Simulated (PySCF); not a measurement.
**Basis and Hamiltonian dependence of the excitation energy of Te⁺**

Te⁺ [Kr] 4d10 5s2 5p3 (4S) → Te⁺ [Kr] 4d10 5s1 5p3 6s1 (6S). All values are computed (PySCF 2.14, energy differences of UHF-based or UKS calculations, no spin-orbit coupling). Values in eV.

| basis | Hamiltonian | functions | UHF | PBE | PBE0 | MP2 (valence) | CCSD(T) (valence) |
| --- | --- | --- | --- | --- | --- | --- | --- |
| aug-cc-pVTZ-PP with one added diffuse shell each of d, f type with ECP28MDF | ECP | 67 | 15.387 | 17.765 | 17.486 | 16.411 | 16.602 |
| aug-cc-pVTZ-DK3 | spin-free X2C | 68 | 15.398 | 17.679 | 17.423 | 16.408 | 16.597 |
| aug-cc-pwCVTZ-DK3 | spin-free X2C | 109 | 15.384 | 17.686 | 17.424 | 16.453 | 16.629 |
| aug-cc-pwCVTZ-DK3 with one added diffuse shell each of s, p, d, f type | spin-free X2C | 125 | 15.375 | 17.681 | 17.420 | 16.448 | n/a |
| dyall-av2z | non-relativistic | 130 | 14.293 | 16.503 | 16.258 | 15.156 | 15.362 |

Frozen in the all-electron rows: valence: [Kr] 4d10; with a core potential, the same shells as far as they lie outside it.

Non-relativistic rows lack the scalar-relativistic shift.
